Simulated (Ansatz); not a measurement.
Consider the cleavage of the In–Ge bond: `[F][GeH2][InH2]` + `C=N` → `C=[N][InH2]` + `[F][GeH3]`.

Computed with Ansatz on PBE0-D4/def2-TZVP structures; ΔE is electronic, products minus reactants. CCSD(T)/CBS is the MP2 limit (def2-TZVPP, def2-QZVPP) plus CCSD(T) − MP2 in def2-TZVPP, frozen cores. This one scheme is used for every species. DFT in def2-TZVPP. Elements past krypton have def2 core potentials. For Ge, In outer-core shells are correlated without core-valence functions, which leaves a few kJ/mol of doubt a bond. Scalar relativity is left out up to krypton.

`[F][GeH2][InH2]`:

```xyz
7

F    -0.397   -1.959    1.149
Ge    0.460   -0.448    0.889
In   -0.555    0.722   -1.219
H     0.292    0.323    2.217
H     1.943   -0.863    0.763
H    -1.843   -0.017   -2.087
H     0.098    2.243   -1.712
```

`C=N`:

```xyz
5

C     0.061   -0.344    0.173
N    -0.581    0.728    0.006
H     0.961   -0.629   -0.383
H    -0.289   -1.057    0.923
H    -0.151    1.302   -0.720
```

`C=[N][InH2]`:

Cartesian coordinates in Å:
```
C 1.118 0.479 -0.747
N 0.869 0.234 0.463
In -1.047 -0.474 0.893
H 2.111 0.855 -1.041
H 0.416 0.352 -1.593
H -2.052 -0.628 -0.507
H -1.415 -0.817 2.531
```

`[F][GeH3]`:

Z-matrix (Å, degrees):
```
Ge
F 1 1.742
H 1 1.533 2 106.2
H 1 1.533 2 106.3 3 120.0
H 1 1.533 2 106.2 3 -120.0
```

```json
{"level": "r2SCAN-D4", "ΔE (kJ/mol)": "52.6"}
{"level": "r2SCAN0-D4", "ΔE (kJ/mol)": "56.3"}
{"level": "CAM-B3LYP-D4", "ΔE (kJ/mol)": "51.5"}
{"level": "B2PLYP", "ΔE (kJ/mol)": "49.4"}
{"level": "CCSD/def2-SVP", "ΔE (kJ/mol)": "52.8"}
{"level": "SCS-MP2/def2-TZVPP", "ΔE (kJ/mol)": "42.4"}
{"level": "CCSD(T)/def2-TZVPP", "ΔE (kJ/mol)": "48.0"}
{"level": "SCS-MP2/def2-QZVPP", "ΔE (kJ/mol)": "42.6"}
```

(1) What does CCSD(T)/CBS give? (An estimate is asked.)

Largest T1 diagnostic among the species: 0.015.

Results:

(1) The calculation gave: +49.8 kJ/mol. The listed levels differ from it by 2.8, 6.5, 1.7, -0.4, 3.0, -7.4, -1.8, -7.2 kJ/mol.

Leaving LDA and LC-ωPBE aside and taking each functional with its dispersion term where it has one, the values, not all of them listed here, spread over 15.7 kJ/mol, from B97M-V to HSE06-D4. From r2SCAN to r2SCAN0 (25 % exact exchange), in def2-TZVPP and without D4, ΔE moves by +3.6 kJ/mol.
